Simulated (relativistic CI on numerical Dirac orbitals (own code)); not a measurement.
# Er³⁹⁺: sensitivity of the levels to the model

Base calculation: Dirac-Coulomb-Breit CI, separate exchange-only KLI orbitals for each configuration, a model potential for QED, unscaled Slater integrals.

Configurations in the expansion (outside the closed core [Ar]): 3d10 4s, 3d10 4p, 3d10 4d, 3d10 4f, 3d10 5s, 3d10 5p, 3d10 5d, 3d10 5f, 3d10 5g, 3d9 4p2, 3d10 6s, 3d10 6p, 3d10 6d, 3d8 4s 4p2, 3d9 4s2, 3d9 4p 4d. Levels of other configurations are missing.

Variants: (1) valence Slater integrals scaled by 0.9. Shifts of the energy above 3d10 4s 2S_1/2, in eV, for the lowest level and the first level of each name with at least 55 % of one term (blank where a level changes its place among those of its configuration and J or its character, or is not in the variant):

```tsv
Level	Base	Δ(1)
3d10 4s 2S_1/2	0.00	0.00
3d10 4p 2P°_1/2	83.40	-0.01
3d10 4p 2P°_3/2	147.96	-0.01
3d10 4d 2D_3/2	278.93	-0.01
3d10 4d 2D_5/2	292.56	-0.01
3d10 4f 2F°_5/2	432.95	0.00
3d10 4f 2F°_7/2	436.03	0.00
3d10 5s 2S_1/2	749.77	-0.01
3d10 5p 2P°_1/2	789.92	+0.01
3d10 5p 2P°_3/2	819.99	+0.01
3d10 5d 2D_3/2	882.04	-0.01
3d10 5d 2D_5/2	888.59	-0.01
3d10 5f 2F°_5/2	950.57	-0.01
3d10 5f 2F°_7/2	952.41	-0.01
3d10 5g 2G_7/2	982.46	-0.01
3d10 5g 2G_9/2	983.18	-0.01
3d10 6s 2S_1/2	1121.03	-0.01
3d10 6p 2P°_1/2	1143.26	0.00
3d10 6p 2P°_3/2	1159.75	0.00
3d10 6d 2D_3/2	1194.01	-0.01
3d10 6d 2D_5/2	1197.68	-0.01
3d9 4s2 2D_5/2	1218.72	+0.34
```

At this charge energies of transitions that change n are usually good to better than 1 %, and those within a shell (Δn = 0) to a few per cent.

Ionisation energy from the two ground configurations alone: base 1857.66 eV. The NIST ASD value (semi-empirical) is 1858.5 eV.

LS names give the leading component of a level, which can be under half, so a name can repeat, a term be missing and a line seem to break the LS rules.
